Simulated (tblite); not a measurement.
Record of a relaxation.

Compound: CHBr2 (doublet state).
Atom-mapped SMILES: `[Br:1][CH:2][Br:3]` (hydrogens: H4 on C2)

Computed with GFN2-xTB (tblite), gas phase: L-BFGS steps from a force-field or distance-geometry start until the largest atomic force falls under 0.01 eV/Å.

Step 0: E = -291.8765 eV, largest atomic force 1.796 eV/Å
```
atom  x, y, z in Å  |  force x, y, z in eV/Å
Br1    -1.561   -0.759   -0.095    0.373   0.390   0.432
C2     -0.010    0.261    0.369    0.221  -0.403  -1.736
Br3     1.617   -0.716   -0.092   -0.707   0.620   0.479
H4     -0.036    1.219   -0.204    0.113  -0.608   0.825
```

Step 1: E = -291.9480 eV, largest atomic force 1.394 eV/Å
```
atom  x, y, z in Å  |  force x, y, z in eV/Å
Br1    -1.556   -0.754   -0.089    0.189   0.266   0.350
C2     -0.006    0.255    0.344    0.184  -0.582  -1.253
Br3     1.607   -0.707   -0.085   -0.471   0.473   0.387
H4     -0.034    1.210   -0.192    0.098  -0.158   0.515
```

Step 2: E = -292.0349 eV, largest atomic force 0.536 eV/Å
```
atom  x, y, z in Å  |  force x, y, z in eV/Å
Br1    -1.545   -0.739   -0.070   -0.404  -0.157   0.121
C2      0.004    0.226    0.276   -0.109  -0.244  -0.288
Br3     1.581   -0.681   -0.065    0.460  -0.129   0.095
H4     -0.029    1.200   -0.164    0.052   0.529   0.071
```

Step 3: E = -292.0464 eV, largest atomic force 0.462 eV/Å
```
atom  x, y, z in Å  |  force x, y, z in eV/Å
Br1    -1.550   -0.740   -0.067   -0.377  -0.157   0.097
C2      0.003    0.220    0.265   -0.104  -0.059  -0.282
Br3     1.585   -0.681   -0.061    0.435  -0.137   0.075
H4     -0.028    1.206   -0.159    0.046   0.353   0.110
```

Step 4: E = -292.0777 eV, largest atomic force 0.378 eV/Å
```
atom  x, y, z in Å  |  force x, y, z in eV/Å
Br1    -1.579   -0.748   -0.049   -0.060  -0.030   0.017
C2     -0.003    0.200    0.206    0.004   0.336  -0.173
Br3     1.613   -0.681   -0.044    0.062  -0.035   0.019
H4     -0.021    1.234   -0.135   -0.006  -0.271   0.137
```

Step 5: E = -292.0802 eV, largest atomic force 0.178 eV/Å
```
atom  x, y, z in Å  |  force x, y, z in eV/Å
Br1    -1.583   -0.748   -0.046   -0.002   0.002   0.011
C2     -0.003    0.201    0.195    0.002   0.153  -0.091
Br3     1.616   -0.681   -0.041    0.015  -0.017   0.013
H4     -0.020    1.233   -0.130   -0.015  -0.138   0.068
```

Step 6: E = -292.0810 eV, largest atomic force 0.026 eV/Å
```
atom  x, y, z in Å  |  force x, y, z in eV/Å
Br1    -1.585   -0.748   -0.043    0.022   0.013   0.004
C2     -0.003    0.201    0.185   -0.002  -0.007  -0.014
Br3     1.618   -0.680   -0.039    0.001  -0.013   0.005
H4     -0.020    1.232   -0.126   -0.021   0.007   0.006
```

Step 7: E = -292.0810 eV, largest atomic force 0.021 eV/Å
```
atom  x, y, z in Å  |  force x, y, z in eV/Å
Br1    -1.585   -0.748   -0.043    0.017   0.009   0.001
C2     -0.003    0.201    0.182    0.001  -0.002  -0.005
Br3     1.618   -0.680   -0.038    0.001  -0.014   0.002
H4     -0.020    1.233   -0.125   -0.019   0.008   0.002
```

Step 8: E = -292.0810 eV, largest atomic force 0.017 eV/Å
```
atom  x, y, z in Å  |  force x, y, z in eV/Å
Br1    -1.585   -0.748   -0.042    0.008   0.002  -0.001
C2     -0.003    0.200    0.181    0.007   0.004   0.001
Br3     1.619   -0.681   -0.038    0.001  -0.013   0.001
H4     -0.021    1.233   -0.124   -0.015   0.008   0.000
```

Step 9: E = -292.0811 eV, largest atomic force 0.013 eV/Å
```
atom  x, y, z in Å  |  force x, y, z in eV/Å
Br1    -1.585   -0.748   -0.042    0.000  -0.004  -0.002
C2     -0.003    0.200    0.180    0.011   0.006   0.003
Br3     1.619   -0.681   -0.037   -0.001  -0.009   0.000
H4     -0.021    1.233   -0.124   -0.009   0.006  -0.001
```

Step 10: E = -292.0811 eV, largest atomic force 0.011 eV/Å
```
atom  x, y, z in Å  |  force x, y, z in eV/Å
Br1    -1.584   -0.748   -0.042   -0.004  -0.006  -0.002
C2     -0.002    0.201    0.180    0.009   0.006   0.002
Br3     1.619   -0.682   -0.037   -0.003  -0.003   0.000
H4     -0.022    1.234   -0.124   -0.002   0.004  -0.001
```

Step 11: E = -292.0811 eV, largest atomic force 0.005 eV/Å
```
atom  x, y, z in Å  |  force x, y, z in eV/Å
Br1    -1.584   -0.748   -0.042   -0.002  -0.004   0.000
C2     -0.002    0.201    0.181    0.004   0.003   0.000
Br3     1.619   -0.682   -0.038   -0.003   0.000   0.000
H4     -0.023    1.234   -0.124    0.001   0.002   0.000
```

Task: Summarise the path.

Result: The energy falls by 4.72 kcal/mol from step 0 to step 11; nine tenths of that is first reached at step 4. It falls at every step. The largest force goes from 1.796 to 0.005 eV/Å. Among the bonds C2–Br3 changes most, from 1.952 to 1.858 Å; the atoms move by 0.115 Å rms after alignment.

Task: Follow the three bonds and two angles with the largest change from start to end.

Result: 
```
step  E above end (kcal/mol)  largest force (eV/Å)  C2–Br3 (Å)  Br1–C2 (Å)  C2–H4 (Å)  Br1–C2–Br3 (°)  Br1–C2–H4 (°)
   0                    4.72                 1.796       1.952       1.914      1.116           110.6          108.3
   1                    3.07                 1.394       1.927       1.899      1.095           111.5          109.3
   2                    1.07                 0.536       1.851       1.857      1.069           114.9          111.8
   3                    0.80                 0.462       1.850       1.855      1.073           115.6          112.4
   4                    0.08                 0.378       1.857       1.857      1.088           118.5          115.3
   5                    0.02                 0.178       1.859       1.859      1.083           118.8          115.7
   6                    0.00                 0.026       1.858       1.860      1.077           119.0          116.1
   7                    0.00                 0.021       1.858       1.859      1.077           119.1          116.2
   8                    0.00                 0.017       1.858       1.858      1.077           119.1          116.2
   9                    0.00                 0.013       1.858       1.858      1.077           119.1          116.2
  10                    0.00                 0.011       1.858       1.858      1.077           119.1          116.1
  11                    0.00                 0.005       1.858       1.858      1.077           119.1          116.0
```

The cost below is that of the whole relaxation. On Arm Neoverse V1, one thread, shared host with 32 logical CPUs at a one-minute load of 25, this took under 0.1 s.
